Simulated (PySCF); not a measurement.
## Correlation energy of As³¹⁺ (arsenic, charge +31)

1s2, closed-shell 1S. All numbers are calculated (PySCF 2.14, the spin-free X2C one-electron Hamiltonian (Gaussian nucleus), in an even-tempered Gaussian basis (17 s from 42 bohr⁻², ratio 2.2; 7 p from 64 bohr⁻², ratio 2.4; 4 d from 190 bohr⁻², ratio 2.4; 3 f from 290 bohr⁻², ratio 2.4; 3 g from 430 bohr⁻², ratio 2.4)). Frozen: nothing; 2 electrons correlated; the 9 highest virtual orbitals of each spin left out.

With two correlated electrons CCSD is exact within the correlated space (frozen core and kept virtual orbitals).

```json
{"level": "CCSD", "correlation energy (mhartree)": "-50.42"}
```

Diagnostics: T1 = 3.6e-06, D1 = 0.0000, largest double amplitude 0.001.

Cost of the coupled-cluster step: about 2.3 core-seconds, for 2 correlated electrons.

Iterations:

```
CC2 = 0
CCSD nocc = 1, nmo = 97
frozen orbitals [97, 98, 99, 100, 101, 102, 103, 104, 105]
max_cycle = 100
direct = 0
conv_tol = 1e-08
conv_tol_normt = 1e-06
diis_space = 8
diis_start_cycle = 0
Init t2, MP2 energy = -1084.10150642661  E_corr(MP2) -0.0500246189858162
Init E_corr(CCSD) = -0.0500246189858162
cycle = 1  E_corr(CCSD) = -0.0504105576543413  dE = -0.000385938669  norm(t1,t2) = 5.11309e-05
cycle = 2  E_corr(CCSD) = -0.0504171029872446  dE = -6.5453329e-06  norm(t1,t2) = 9.09781e-07
cycle = 3  E_corr(CCSD) = -0.0504172098612529  dE = -1.06874008e-07  norm(t1,t2) = 1.77342e-08
cycle = 4  E_corr(CCSD) = -0.0504172097529827  dE = 1.08270226e-10  norm(t1,t2) = 9.19084e-11
CCSD converged
E(CCSD) = -1084.101899017375  E_corr = -0.05041720975298267
```

At this charge the one-electron X2C treatment keeps the bare 1/r₁₂, with no two-electron picture change or Breit term. That inflates the 1s pair energies well beyond their four-component values; and a scalar Hamiltonian misses the large spin-orbit splitting of the p shells, which matters for ns² → np² pairs.
